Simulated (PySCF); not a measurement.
Molecule: C4H4N (charge 0, doublet). It need not be the lowest isomer of its formula. SMILES: C=C[CH]C#N
Coordinates optimised at B3LYP-D3(BJ)/def2-TZVP (Ansatz):
```xyz
9

C     -2.3009    -0.2262     0.0062
C     -1.0352     0.2781     0.0911
C      0.1182    -0.4860    -0.1160
C      1.4084     0.0490    -0.0246
N      2.4803     0.4844     0.0492
H     -3.1659     0.3991     0.1736
H     -2.4753    -1.2680    -0.2315
H     -0.9018     1.3272     0.3314
H      0.0380    -1.5390    -0.3586
```
Charge 0, spin multiplicity 2.

Dispersion corrections to the total energy (kcal/mol) from the dftd3 and dftd4 libraries through PySCF: D3(BJ) without and D4 with the three-body term, each with the damping fitted for the functional named.

| functional | D3(BJ) | D4 |
|---|---|---|
| B2PLYP | -3.09 | -2.51 |
| PBE0 | -3.39 | -3.01 |
| B2GP-PLYP | [?] | -1.50 |
| B3LYP | -6.84 | [?] |
| TPSSh | -4.54 | -4.43 |
| LC-wPBE | -3.63 | [?] |
| PBE | -3.99 | -3.60 |

Some entries are withheld; supply them.


- B2GP-PLYP, D3(BJ): -2.29
- B3LYP, D4: -5.76
- LC-wPBE, D4: -3.97
